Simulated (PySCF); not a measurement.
In(OH)(SH)2 (H3InOS2), SMILES [OH][In]([SH])[SH].

Geometry optimised at B3LYP-D3(BJ)/def2-SVP. The def2 effective core potentials stand for the cores of In; spin–orbit coupling is left out. One conformer was computed; it need not be the lowest.

Level of theory: B3LYP-D3(BJ)/def2-SVP (PySCF).

Frequencies are harmonic and unscaled.

### Question
Estimate the vibrational spectrum. (An estimate is asked for; the answer gives what the named calculation found.)

### Answer

| mode | ν (cm⁻¹) | IR (km/mol) | Raman (Å⁴/amu) | depolarisation | moving atoms (share of kinetic energy) |
|---|---|---|---|---|---|
| 1 | 75 | 5.2 | 3.4 | 0.71 | S 72 %, In 20 % |
| 2 | 104 | 8.5 | 0.1 | 0.75 | In 37 %, O 31 %, S 23 %, H 9 % |
| 3 | 112 | 17.3 | 3.1 | 0.70 | O 64 %, S 16 %, In 10 %, H 10 % |
| 4 | 122 | 2.8 | 1.1 | 0.75 | H 91 % |
| 5 | 206 | 3.7 | 3.1 | 0.75 | H 95 % |
| 6 | 227 | 124.4 | 1.6 | 0.75 | H 92 % |
| 7 | 320 | 5.2 | 36.8 | 0.16 | S 87 %, In 8 % |
| 8 | 363 | 43.1 | 5.4 | 0.67 | S 68 %, In 30 % |
| 9 | 596 | 69.8 | 16.0 | 0.20 | O 85 %, In 13 % |
| 10 | 654 | 10.5 | 3.0 | 0.74 | H 95 % |
| 11 | 694 | 5.2 | 5.6 | 0.75 | H 94 % |
| 12 | 797 | 77.6 | 1.2 | 0.71 | H 93 % |
| 13 | 2664 | 2.5 | 152.8 | 0.33 | H 97 % |
| 14 | 2666 | 2.2 | 119.0 | 0.28 | H 97 % |
| 15 | 3823 | 47.1 | 142.7 | 0.28 | H 94 % |
